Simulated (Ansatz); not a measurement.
CH4N (SMILES [CH2]N), charge 0, multiplicity 2, relaxed at each level with Ansatz (a quantum-chemistry and plane-wave program); harmonic frequencies from differences of analytic forces, average atomic masses, frozen cores. Open shells are unrestricted.

| level | C1–N2 (Å) | C1–H3 (Å) | C1–H4 (Å) | N2–H5 (Å) | N2–H6 (Å) | N2–C1–H3 (°) | N2–C1–H4 (°) | H3–C1–H4 (°) | dipole (D) |
|---|---|---|---|---|---|---|---|---|---|
| HF/def2-TZVPP | 1.3949 | 1.0731 | 1.0731 | 0.9944 | 0.9944 | 116.4 | 116.4 | 117.7 | 0.91 |
| PBE/def2-TZVPP | 1.3956 | 1.0880 | 1.0880 | 1.0165 | 1.0165 | 116.7 | 116.7 | 118.7 | 1.25 |
| r2SCAN/def2-TZVPP | 1.3939 | 1.0807 | 1.0807 | 1.0089 | 1.0089 | 116.8 | 116.8 | 119.0 | 1.15 |
| B3LYP/def2-TZVPP | 1.3915 | 1.0796 | 1.0796 | 1.0082 | 1.0082 | 116.8 | 116.8 | 118.8 | 1.20 |
| PBE0/def2-TZVPP | 1.3859 | 1.0809 | 1.0809 | 1.0071 | 1.0071 | 116.9 | 116.9 | 118.7 | 1.18 |
| wB97X-V/def2-TZVPP | 1.3918 | 1.0824 | 1.0824 | 1.0082 | 1.0082 | 116.8 | 116.8 | 118.9 | 1.17 |
| MP2/cc-pVTZ | 1.3931 | 1.0771 | 1.0771 | 1.0068 | 1.0068 | 116.3 | 116.3 | 118.4 | 1.08 |
| CCSD(T)/cc-pVDZ | 1.4132 | 1.0982 | 1.0982 | 1.0220 | 1.0220 | 115.5 | 115.5 | 117.3 | 1.11 |
